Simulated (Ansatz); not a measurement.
Reaction (ligand exchange at a Ge–C bond): `[CH3][GeH2][C]1=CC1` + HI → `[CH3][GeH2][I]` + `C1=CC1`

Gas-phase electronic energies from Ansatz, PBE0-D4/def2-TZVP geometries. CCSD(T)/CBS is the MP2 limit (def2-TZVPP, def2-QZVPP) plus CCSD(T) − MP2 in def2-TZVPP, frozen cores. This one scheme is used for every species. DFT in def2-TZVPP. B3LYP here is the variant with VWN-RPA as its local correlation; programs differ in this. def2 core potentials past Kr. For Ge, I outer-core shells are correlated without core-valence functions, which leaves a few kJ/mol of doubt a bond. Scalar relativity is left out up to krypton. One conformer a species, not always the lowest.

(1) Is it downhill or uphill in electronic energy at CCSD(T)/CBS, and by how much? (Best estimate.)

(2) What do these levels give: r2SCAN-D4, B3LYP-D4, ωB97M-V, B2PLYP, B3LYP, HF/def2-TZVPP, SCS-MP2/def2-TZVPP, CCSD/def2-TZVPP, CCSD(T)/def2-TZVPP, MP2/def2-QZVPP, SCS-MP2/def2-QZVPP, HF/CBS(def2)? (An estimate is asked.)

Largest T1 diagnostic among the species: 0.011.

Results:

(1) The calculation gave: Downhill: ΔE = -82.9 kJ/mol.

(2) Ansatz gave: r2SCAN-D4 -84.4, B3LYP-D4 -83.5, ωB97M-V -83.8, B2PLYP -82.5, B3LYP -85.5, HF/def2-TZVPP -93.8, SCS-MP2/def2-TZVPP -76.3, CCSD/def2-TZVPP -74.7, CCSD(T)/def2-TZVPP -72.8, MP2/def2-QZVPP -83.7, SCS-MP2/def2-QZVPP -82.0, HF/CBS(def2) -94.9 kJ/mol.

From PBE to PBE0 (25 % exact exchange), in def2-TZVPP and without D4, ΔE moves by −3.3 kJ/mol. In def2-TZVPP, CCSD(T) changes the Hartree–Fock value by +21.1 kJ/mol (the triples alone add +1.9 kJ/mol) and MP2 by +16.4 kJ/mol.
